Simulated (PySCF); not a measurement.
## Löwdin shares of the frontier orbitals

C₃H₈N₂Si.
Structure used (GFN2-xTB), in Å, numbered top down from 1:
```
atom  x, y, z in Å
C1    -0.836    1.251   -0.551
N2    -0.421   -0.094   -0.234
C3    -1.187   -0.660    0.850
Si4    1.124   -0.698   -0.672
C5     2.514   -0.123    0.457
N6     3.328    0.254    1.171
H7    -1.903    1.260   -0.789
H8    -0.282    1.620   -1.411
H9    -0.668    1.934    0.290
H10   -2.251   -0.635    0.600
H11   -0.890   -1.692    1.017
H12   -1.042   -0.101    1.782
H13    1.438   -0.165   -1.996
H14    1.075   -2.152   -0.537
```

Level of theory: TDDFT CAM-B3LYP/def2-SVPD, vertical, gas phase, core orbitals frozen in the response in PySCF.

Frontier orbitals with the atoms that hold most of them (Löwdin shares over 4%, at most four atoms; ? is withheld):

```tsv
orbital	ε (eV)	atoms
HOMO-3	-11.76	N6 70%, C5 19%, Si4 5%
HOMO-2	-11.24	N6 42%, C5 34%, Si4 8%, N2 6%
HOMO-1	-11.06	?
HOMO	-8.41	?
LUMO	0.41	Si4 28%, C5 19%, N6 18%, H13 7%
LUMO+1	1.00	N6 28%, C5 27%, Si4 26%, H13 6%
LUMO+2	1.07	Si4 32%, C5 13%, C1 7%, C3 7%
```

Problem. Give the leading atoms of the HOMO-1.

Solution. N6 (bonded to C) 38%; C5 (bonded to N and Si) 31%; Si4 (bonded to C, N and 2 H) 12%; H13 (bonded to Si) 8%.

Problem. Which atoms hold the HOMO, and with what shares?

Solution. N2 (bonded to 2 C and Si) 55%; C3 (bonded to N and 3 H) 9%; C1 (bonded to N and 3 H) 9%; Si4 (bonded to C, N and 2 H) 6%. By element: nitrogen 55% or more, carbon 18% or more, silicon 6%.

Problem. The HOMO–LUMO gap is 8.82 eV. Where does the response calculation put the lowest singlet, and from which orbitals?

Solution. S1 is at 5.61 eV (f = 0.013), 3.21 eV below the gap, made of HOMO→LUMO (97%). Without the coupling terms of the response equations the lowest excitation would equal the gap.

Problem. Give energy, strength and leading configuration of S1 and S2, and follow the Löwdin shares of the leading atoms from the occupied to the empty orbital.

Solution. 
- S1 (5.61 eV, f 0.013), HOMO→LUMO (97%): N2 55% → at most 7%, C3 9% → at most 7%, Si4 6% → 28%, C5 at most 7% → 19%
- S2 (6.28 eV, f 0.0004), HOMO→LUMO+1 (96%): N2 55% → at most 7%, C3 9% → at most 7%, N6 at most 7% → 28%, C5 at most 7% → 27%

Löwdin shares depend on the basis, the more so with diffuse functions.

One conformer stands for the species.
